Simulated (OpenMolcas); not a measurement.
**What dynamic correlation does to the levels of Br II**

```yaml
Program: OpenMolcas
Basis: ANO-RCC-VQZP [7s6p4d2f1g]
Scalar_Hamiltonian: DKH2, point nucleus
Active_space: 4 electrons in 9 orbitals (RAS2 4p; RAS3 4d 5s, at most 1 electron)
State_averaging: 2S+1 = 3 even, 3 roots; 2S+1 = 1 even, 6 roots; 2S+1 = 5 odd, 6 roots; 2S+1 = 3 odd, 54 roots; 2S+1 = 1 odd, 48 roots
Spin-orbit_coupling: state interaction with AMFI integrals over the reference wave functions, term energies averaged over their components
```

Methods on the same reference wave functions:
A. RASSCF
B. XMS-RASPT2, IPEA 0.25 Eh, imaginary shift 0.1 Eh (closed shells correlated: 3d 4s)

Energies in cm-1 above 4s2 4p4 3P2, the measured ground level; measured values from NIST Handbook of Basic Atomic Spectroscopic Data.

```csv
Level,A,B,Measured
4s2 4p4 3P2,0.0,0.0,0.0
4s2 4p4 3P1,2832,2880,3136
4s2 4p4 3P0,3672,3690,3837
4s2 4p4 1D2,14460,12260,12089
4s2 4p4 1S0,33598,32240,27867
4s2 4p3 5s 5S* 2,91867,91150,93921
4s2 4p3 4d 5D* 0,98994,98790,104200
4s2 4p3 4d 5D* 1,99020,98740,104146
4s2 4p3 4d 5D* 2,99064,98860,104080
4s2 4p3 4d 5D* 3,99124,99070,104039
4s2 4p3 4d 5D* 4,99220,99180,104091
4s2 4p3 5s 3S* 1,100336,97840,98470
4s2 4p3 4d 3D* 2(1),110728,106140,
4s2 4p3 4d 3D* 1(1),111027,106540,
4s2 4p3 4d 3D* 3(1),111092,106560,
4s2 4p3 5s 3D* 2,113646,108510,109677
4s2 4p3 5s 3D* 1,113747,108680,109422
4s2 4p3 5s 3D* 3,114191,108960,110372
4s2 4p3 5s 1D* 2,116425,110680,112933
4s2 4p3 4d 3F* 2(1),117630,111840,
4s2 4p3 4d 3F* 3(1),118267,112500,
4s2 4p3 4d 3F* 4(1),119171,113400,
4s2 4p3 4d 1S* 0,121434,112590,
4s2 4p3 4d 3G* 3,123274,117270,
```

Deviations, from unrounded energies. A percentage is the sum of absolute deviations over the sum of measured energies, with the sign that they share, or ± where signs differ.

```json
{"Against measurement": "mean absolute deviation (cm-1)", "Levels": "15", "A": "3500", "B": "2700"}
{"Against measurement": "fine structure of the ground term (%)", "Levels": "2", "A": "-6.7", "B": "-5.8"}
{"Against measurement": "other terms of the ground configuration (%)", "Levels": "2", "A": "+20.3", "B": "+11.4"}
{"Against measurement": "other configurations (%)", "Levels": "11", "A": "±3.9", "B": "-3.0"}
```

B lies closest to measurement on these levels. The largest miss of B in the table is 4s2 4p3 4d 5D* 0, by -5400 cm-1. The ranking rests on the paired levels alone, and a cruder setting can come out closer through cancelling errors.

From A to B the spin-free energies of the other terms of 4s2 4p4 shown, above 3P, scale by factors of 0.82 to 0.95.

The lowest spin-free term lies below A's lowest term by 0.189 hartree in B.

CASPT2 breaks the degeneracy within a term, and the mean is taken; among the terms shown or strongly mixed into the levels shown the widest spread is 2100 cm-1 (4s2 4p3 5s 1D*, B). Over all roots computed the reference weight is 0.84 to 0.96 in B; the roots of lowest weight are the least certain, and an intruder state may touch them. ANO sets are built for valence states and can reach diffuse excited orbitals poorly, and with the s shell closed the s pⁿ⁺¹ terms that mix with these levels are absent. With the s shell closed, the reference lacks s² → p² mixing. Without dynamic correlation excited terms often stand tens of per cent too high (terms of higher spin than the ground term too low), and those without a measured partner can miss by more than the paired ones (holds for A). Some levels mix across a computed gap that differs much from the measured one, so their mixing is not that of the real levels (holds for B). The CASPT2 spread within a term exceeds the gap to the next term for 4s2 4p3 5s 3D* and 4s2 4p3 5s 1D*, 4s2 4p3 5s 1D* and 4s2 4p3 4d 1S*, 4s2 4p3 4d 1S* and 4s2 4p3 4d 3F*(1), so the order of their levels is uncertain, and so are names and mixing where such terms share a J (holds for B). Some terms miss by over 15 % even with CASPT2, which points to a basis or an active space too small for the shells correlated (holds for B). Measured partners are found by configuration, term and J. A level has none where our copy of the source lacks it or the pairing is in doubt (some pairs that miss far off the trend of their configuration count as doubtful), and it then counts in no deviation. Only configurations of the active space appear. Levels that lie high or do not pair safely by name in every column are left out.

A number in round brackets counts repeated terms of one configuration in the order of the reference energies. * marks odd parity.
